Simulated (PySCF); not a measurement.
**Polarisability and C₆ of Nb+ (niobium, charge +1)**

[Kr] 4d4, high-spin 5D determinant. Computed with PySCF 2.14 in ANO-RCC-VTZP (7s6p4d2f1g, 68 functions), with the spin-free X2C one-electron Hamiltonian (Gaussian nucleus). Coupled (time-dependent) response in atomic units; α is the mean over directions. The basis has no added diffuse functions, which lowers α and C₆.

```csv
method,mean α (bohr³),"α xx, yy, zz",C₆ (like pair),S(−4)
B3LYP,27.38,"30.70, 30.70, 20.74",171.9,699.1
M06-2X,25.40,"20.18, 20.18, 35.82",157.6,592.6
```

S(−4) is the Cauchy moment in α(ω) = α(0) + S(−4) ω² + …

Spin-orbit coupling is absent.

α(iu) at B3LYP:

| u (hartree) | α(iu) (bohr³) |
| --- | --- |
| 0 | 27.38 |
| 0.0500 | 25.79 |
| 0.100 | 22.31 |
| 0.200 | 16.08 |
| 0.300 | 12.49 |
| 0.500 | 8.873 |
| 0.750 | 6.441 |
| 1.00 | 4.877 |
| 1.50 | 3.017 |
| 2.00 | 2.019 |
| 3.00 | 1.068 |
| 5.00 | 0.4432 |

A single London oscillator, α(iu) = α/(1 + u²/ω²), gives C₆ = (3/4) ω α². Matching the computed C₆ needs ω = 4 × 171.9 / (3 × 27.38²) = 0.306 hartree.

For an ion, C₆ is the dispersion term alone; charge-induced terms of lower order in 1/R come first.

The components differ because the open shell of this determinant is not spherical; for a pure term their mean is the scalar polarisability.
